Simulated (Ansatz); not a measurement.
Harmonic frequencies (cm⁻¹) at PBE0-D4/def2-TZVP from Ansatz: 112, 253, 272, 300, 420, 519, 567, 744, 806, 1006, 1140, 1207, 1253, 1363, 1440, 1651, 2441, 3067, 3550, 3651, 3851.

Each molecule was computed in one conformer, which needn't be the lowest.

Q: Which molecule is it?
A. `COC(Cl)I`
B. `[CH3][Zn][CH](F)S`
C. `NC(O)[SeH]`
D. `F[CH2][AlH][GaH2]`

A: C.
